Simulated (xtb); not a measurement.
xtb input:

```bash
xtb mol.xyz --gfn 1 --opt tight --chrg 0 --uhf 0
```
mol.xyz:
```
2

Cs    -0.00000000    -0.00000000    -1.22009712
Br     0.00000000     0.00000000     1.91729547
```

Task: Which total energy does the run end on?

Result: -4.18394 Eh (GFN1-xTB).
